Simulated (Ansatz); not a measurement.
Geometry optimisation, DFT PBEsol, scalar-relativistic, plane waves, PAW (Ansatz 0.2.0).

Input:

```yaml
crystal:
  lattice:
    - [7.398, 0.0, 0.0]
    - [-3.699, 6.406856, 0.0]
    - [0.0, 0.0, 12.0]
  atoms:
    - { symbol: C, position: [0.0, 0.0, 0.0833333] }
    - { symbol: C, position: [0.2222222, 0.1111111, 0.0833333] }
    - { symbol: C, position: [0.0, 0.3333333, 0.0833333] }
    - { symbol: C, position: [0.2222222, 0.4444444, 0.0833333] }
    - { symbol: C, position: [0.0, 0.6666667, 0.0833333] }
    - { symbol: C, position: [0.2222222, 0.7777778, 0.0833333] }
    - { symbol: C, position: [0.3333333, 0.0, 0.0833333] }
    - { symbol: C, position: [0.5555556, 0.1111111, 0.0833333] }
    - { symbol: C, position: [0.3333333, 0.3333333, 0.0833333] }
    - { symbol: C, position: [0.5555556, 0.4444444, 0.0833333] }
    - { symbol: C, position: [0.3333333, 0.6666667, 0.0833333] }
    - { symbol: C, position: [0.5555556, 0.7777778, 0.0833333] }
    - { symbol: C, position: [0.6666667, 0.0, 0.0833333] }
    - { symbol: C, position: [0.8888889, 0.1111111, 0.0833333] }
    - { symbol: C, position: [0.6666667, 0.3333333, 0.0833333] }
    - { symbol: C, position: [0.8888889, 0.4444444, 0.0833333] }
    - { symbol: C, position: [0.6666667, 0.6666667, 0.0833333] }
    - { symbol: C, position: [0.8888889, 0.7777778, 0.0833333] }
    - { symbol: C, position: [0.4484316, 0.382723, 0.2] }
    - { symbol: O, position: [0.4484316, 0.382723, 0.2966667] }
basis:
  ecutwfc: 420.0
kpoints:
  mp_grid: { grid: [2, 2, 1] }
hamiltonian:
  xc: pbesol
  pseudopotentials: { kind: paw, azcp: { folder: soft_1 } }
scf:
  occupations: { method: gaussian, width: 0.05 }
  lower_state_search: "off"
relax:
  f_tol: 0.03
  max_steps: 60
  adjacent_minimum: "off"
```

Launched with:

```bash
$ ansatz run input.yaml --threads 1 --pin off --max-ram 3072MiB --backend cpu --events-out ev --progress --plain --runs-dir out
```

Problem. Where does it end, and by what steps?

Solution. The forces met the threshold. Limits of this set-up: slab without dipole correction, no dispersion correction for a molecule that may bind weakly, PAW files made for another functional. After 8 steps the energy has fallen by 1.011 eV; C10 moved furthest, 0.33 Å.

```tsv
step	energy less start (eV)	largest force component (eV/Å)	accepted
0	0.0000	3.194	yes
1	-0.6690	1.835	yes
2	-0.9456	0.942	yes
3	-1.0003	0.361	yes
4	-0.9894	0.706	no
5	-1.0105	0.058	yes
6	-1.0108	0.036	yes
7	-1.0109	0.031	yes
8	-1.0110	0.021	yes
```

```xyz
20
Lattice="7.3980 0.0000 0.0000 -3.6990 6.4069 0.0000 0.0000 0.0000 12.0000" Properties=species:S:1:pos:R:3
C 0.004 -0.014 0.895
C 1.239 0.663 0.999
C -1.237 2.135 0.895
C -0.033 2.867 0.999
C -2.456 4.270 0.901
C -1.238 4.973 0.901
C 2.455 -0.007 0.960
C 3.716 0.721 0.959
C 1.168 2.091 1.313
C 2.542 2.885 1.317
C -0.006 4.254 0.960
C 1.256 4.983 0.959
C 4.948 0.002 0.899
C 6.167 0.706 0.899
C 3.744 2.109 1.001
C 4.947 2.840 0.896
C 2.471 4.313 1.001
C 3.707 4.989 0.896
C 1.854 2.487 2.558
O 1.847 2.485 3.752
```

The run took 37 s on 1 thread of Intel(R) Xeon(R) Platinum 8488C (Sapphire Rapids), on a shared host, peak memory 0.71 GiB.
